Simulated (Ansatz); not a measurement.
Geometry optimisation, RHF/def2-SVP in Ansatz 0.2.0.

Input:

```yaml
crystal:
  periodic: [false, false, false]
  atoms:
    - { symbol: B, position_ang: [0.0, 0.0, 0.0] }
    - { symbol: C, position_ang: [0.0, 0.0, 1.95] }
    - { symbol: H, position_ang: [-0.9996, -0.3092, 2.3205] }
    - { symbol: H, position_ang: [0.7676, -0.7111, 2.3205] }
    - { symbol: H, position_ang: [0.232, 1.0203, 2.3205] }
    - { symbol: H, position_ang: [1.0305, 0.0, -0.595] }
    - { symbol: H, position_ang: [-1.0305, 0.0, -0.595] }
    - { symbol: Br, position_ang: [-0.2997, -2.2003, 0.7379] }
    - { symbol: H, position_ang: [-0.1579, -1.159, 1.8229] }
basis:
  gaussian: { orbitals: def2-SVP }
hamiltonian:
  xc: hf
relax:
  f_tol: 0.15
  max_steps: 25
  restrain:
    - { distance: [0, 7], at: 3.24, k: 30.0 }
    - { distance: [8, 1], at: 2.31, k: 30.0 }
    - { distance: [0, 1], at: 1.6, k: 30.0 }
    - { distance: [8, 7], at: 1.55, k: 30.0 }
```

Run as:

```bash
$ ansatz run input.yaml --threads 1 --pin off --max-ram 2048MiB --backend cpu --events-out ev --progress --plain --runs-dir out
```

Question: Where does it end, and by what steps?

Answer: The forces met the threshold. The restraints hold the end off the free minimum. After 8 steps the energy has fallen by 4.370 eV (the restraints' own energy left out); H9 moved furthest, 0.91 Å. Parted: B1–Br8 (2.34 → 3.25 Å), C2–H9 (1.18 → 2.32 Å).

```csv
step,energy less start (eV),largest force component (eV/Å),accepted
0,0.0000,7.379,yes
1,-1.6343,2.947,yes
2,-2.2004,6.042,yes
3,-2.7582,5.807,yes
4,-3.7148,3.682,yes
5,-4.2534,1.567,yes
6,-4.2006,1.565,no
7,-4.3668,1.506,yes
8,-4.3700,1.588,yes
```

```xyz
9
Properties=species:S:1:pos:R:3
B 0.023 0.148 0.228
C 0.034 0.246 1.817
H -0.905 -0.030 2.301
H 0.869 -0.275 2.289
H 0.188 1.310 2.042
H 1.056 0.069 -0.379
H -0.999 0.263 -0.392
Br -0.420 -3.041 0.635
H -0.305 -2.049 1.740
```

Time of the run: 16 s on 1 thread of Arm Neoverse V2, with other jobs on the host, peak memory 0.17 GiB.
